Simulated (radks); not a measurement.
Values are calculated unless marked as measured or tabulated.
Q: The table gives one normalised radial function P(r) = r R(r) of O2+ in [He] 2s2 2p2 (r in bohr). Code: a radial shooting solver on a logarithmic mesh with Libxc functionals. Model: scalar-relativistic Kohn-Sham, PBEsol, spin-polarised, spherical densities, finite nucleus; open shells are filled with parallel spins first; Fermi nuclear charge, rms radius 2.6991 fm; hard spherical wall at 8 bohr.

r,P
0.008839,0.0014
0.01237,0.0027
0.01745,0.0053
0.02441,0.0101
0.03444,0.0192
0.04819,0.0357
0.06798,0.0658
0.09589,0.1179
0.1342,0.2008
0.1893,0.3294
0.2649,0.5008
0.3736,0.7060
0.5228,0.8876
0.7374,0.9692
1.04,0.8701
1.456,0.6107
2.053,0.3028
2.873,0.0987
4.053,0.0166
5.671,0.0012
8,0.0000

Which n and l does it have? It may be an empty orbital.

A: n = 2, l = 1: the number of nodes gives n - l - 1 = 0, the rise at small r (about r^(l+1)) gives l, and the extent must fit the shell. The curve is that of 2p up; the table hardly tells the two spins apart. 2p up: eigenvalue -44.979 eV, 0 radial nodes, <r> = 0.988 bohr, 90 % of the charge inside 1.64 bohr.
